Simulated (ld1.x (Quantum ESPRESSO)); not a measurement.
# How hard is this hydrogen (H) ultrasoft potential?

- Element: H (Z = 1)
- Generator: ld1.x (Quantum ESPRESSO) 7.5
- Type: ultrasoft
- Functional: PBE
- Relativity: scalar-relativistic
- Frozen core: none
- Valence charge: 1
- Reference configuration: 1s1
- Partial waves: 1s (bound): rcut 0.95, rcutus 1.05 bohr; 1s channel at 3.9 Ry: rcut 0.95, rcutus 1.05 bohr; 2p channel at 0.1 Ry: rcut 0.80, rcutus 0.90 bohr; 2p channel at 1.6 Ry: rcut 0.80, rcutus 0.90 bohr
- Local potential: all-electron potential smoothed inside 0.80 bohr (lloc = -1)
- Core correction: none
- Augmentation charge: built from norm-conserving waves at rcut, not smoothed further

The pseudo-atom Hamiltonian at the reference potential is diagonalised in spherical Bessel functions j_l(qr) that vanish at 20 bohr, with q² up to the cutoff. All-electron valence levels (Ry): 1s -0.4772.

Question: How do the lowest levels (Ry) of each channel move with the cutoff, and are there ghosts?

Answer:

```tsv
cutoff (Ry)	s #1	s #2	p #1	d #1	f #1	f #2	Σ f·Δε (mRy)
8	-0.4140	0.0132	0.0294	0.0773	0.1194	0.2591	63.9
12	-0.4366	0.0120	0.0294	0.0773	0.1194	0.2591	41.2
18	-0.4570	0.0109	0.0294	0.0773	0.1194	0.2591	20.8
30	-0.4734	0.0101	0.0294	0.0773	0.1194	0.2591	4.5
40	-0.4772	0.0099	0.0294	0.0773	0.1194	0.2591	0.7
50	-0.4777	0.0099	0.0294	0.0773	0.1194	0.2591	0.1
400	-0.4778	0.0099	0.0294	0.0773	0.1194	0.2591	0.0
```

Result: no extra level below or beside the all-electron valence levels (s, p, d, f tested); 10 mRy is reached at 25 Ry and 1 mRy at 40 Ry.
